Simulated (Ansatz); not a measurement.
Reaction (formal exchange of groups at a C–C bond): `C[CH](F)[AlH2]` + `CC(C)F` → `CCC(C)F` + `F[CH2][AlH2]`

Isolated molecules relaxed with PBE0-D4/def2-TZVP in Ansatz; ΔE leaves out vibrations. CCSD(T)/CBS is the MP2 limit (def2-TZVPP, def2-QZVPP) plus CCSD(T) − MP2 in def2-TZVPP, frozen cores. Functionals use def2-TZVPP. B3LYP here is the variant with VWN-RPA as its local correlation; programs differ in this. HSE06 is defined as in plane-wave codes. One conformer a species, not always the lowest.

```tsv
level	ΔE (kJ/mol)	difference from CCSD(T)/CBS
LDA (SPW92)	8.6	2.4
PBE-D4	8.8	2.6
revPBE-D4	8.0	1.8
r2SCAN-D4	8.7	2.5
B97M-V	6.8	0.6
PBE0-D4	7.4	1.2
B3LYP-D4	7.9	1.7
r2SCANh-D4	8.2	2.0
r2SCAN0-D4	7.5	1.3
HSE06-D4	7.5	1.3
BHLYP-D4	7.0	0.8
ωB97X-V	6.7	0.5
ωB97M-V	6.8	0.6
B2PLYP	7.5	1.3
PBE-QIDH	6.5	0.3
PBE	9.2	3.0
revPBE	9.5	3.3
BLYP	9.5	3.3
r2SCAN	9.0	2.8
B3LYP	8.2	2.0
r2SCANh	8.5	2.3
r2SCAN0	7.7	1.5
HSE06	7.8	1.6
BHLYP	6.8	0.6
CAM-B3LYP	7.6	1.4
LC-ωPBE	7.3	1.1
HF/def2-SVP	5.7	-0.5
MP2/def2-SVP	6.3	0.1
CCSD/def2-SVP	5.9	-0.3
CCSD(T)/def2-SVP	6.3	0.1
HF/def2-TZVPP	5.8	-0.4
MP2/def2-TZVPP	5.8	-0.4
SCS-MP2/def2-TZVPP	5.6	-0.6
CCSD/def2-TZVPP	5.4	-0.8
CCSD(T)/def2-TZVPP	5.8	-0.4
MP2/def2-QZVPP	5.9	-0.3
SCS-MP2/def2-QZVPP	5.7	-0.5
HF/CBS(def2)	5.5	-0.7
MP2/CBS(def2)	6.2	0.0
CCSD/CBS(def2)	5.8	-0.4
CCSD(T)/CBS	6.2	0
```

Largest T1 diagnostic among the species: 0.011.

Leaving LDA and LC-ωPBE aside and taking each functional with its dispersion term where it has one, the values, not all of them listed here, spread over 2.4 kJ/mol, from PBE-QIDH to BLYP-D4.
